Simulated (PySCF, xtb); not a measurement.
furan (C₄H₄O), SMILES c1ccoc1.

Coordinates come from a r2SCAN-D4/def2-SVP optimisation.

Computed with C-PCM-B3LYP/def2-SVP (PySCF).

The values are the electrostatic part of the solvation free energy, E(continuum) − E(gas) at the gas-phase geometry, in a cavity of scaled van der Waals radii (PySCF's table); cavitation and dispersion terms are not included. In vacuum the orbital gap is 6.57 eV. The dipole moment in vacuum is 0.55 D.

Computed values in water (ε = 78.36), chloroform (ε = 4.71), chlorobenzene (ε = 5.70):
```
solvent            ε  ΔG(elec) (kcal/mol)  dipole (D)  gap (eV)
-------------  -----  -------------------  ----------  --------
water          78.36                 -2.7        0.68      6.57
chloroform      4.71                 -2.1        0.65      6.57
chlorobenzene   5.70                 -2.2        0.65      6.57
```

For comparison, GFN2-xTB/ALPB(water) (xtb, at the GFN2-xTB geometry, all terms of that model) gives -0.1 kcal/mol.
